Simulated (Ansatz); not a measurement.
A search over several starts for the lowest SCF solution of Ge(CN)2H2 (C2H2GeN2) at the given spin, in a small basis.

```yaml
crystal:
  periodic: [false, false, false]
  atoms:
    - {symbol: Ge, position_ang: [-0.498186, 0.013607, -0.356473]}
    - {symbol: C, position_ang: [-0.453279, -0.013593, 1.558378]}
    - {symbol: N, position_ang: [-0.467219, -0.022997, 2.722258]}
    - {symbol: C, position_ang: [1.326944, -0.014216, -0.937525]}
    - {symbol: N, position_ang: [2.426037, -0.030344, -1.320432]}
    - {symbol: H, position_ang: [-1.141794, 1.314908, -0.814510]}
    - {symbol: H, position_ang: [-1.192504, -1.247365, -0.851707]}
basis:
  gaussian: {orbitals: def2-SVP, initial_orbitals: start.molden}
hamiltonian: {xc: pbe0, dispersion: d4}
output: {orbitals: {seedname: orbitals}}
```

The file start.molden holds the orbitals of an earlier run on this structure, at another level or in another basis.

```sh
$ ansatz run in.yaml --threads 2 --pin off --events-out ev --progress --plain --max-ram 4352MiB
```

Output, abridged:

```
Functional definition: PBE0
993 factors; integrals over basis functions are off by at most 1.1e-3 eV
mean field evaluation 1: about -61578.8794 eV, gradient 3.7e0 eV
mean field evaluation 2: about -61578.9123 eV, gradient 3.4e-2 eV
mean field evaluation 4: about -61579.1010 eV, gradient 1.8e-3 eV
mean field evaluation 8: about -61573.0137 eV, gradient 5.2e1 eV
mean field evaluation 16: about -61579.1010 eV, gradient 3.2e-2 eV
mean field -61579.10101415 eV, -2262.9902224563 hartree, gradient 3.3e-5 eV, S^2 0.000000; 1 other end points of the search recorded, 0 dependent functions left out
reference -61579.10103577 eV, -2262.9902232507 hartree; 30, 30 occupied and 68, 68 virtual orbitals, 993 factors
Total energy: -61579.22591227 eV, -2262.9948123774 hartree
```

Hardware: 2 threads of Arm Neoverse V2 on a shared host. Wall time 1.8 s.
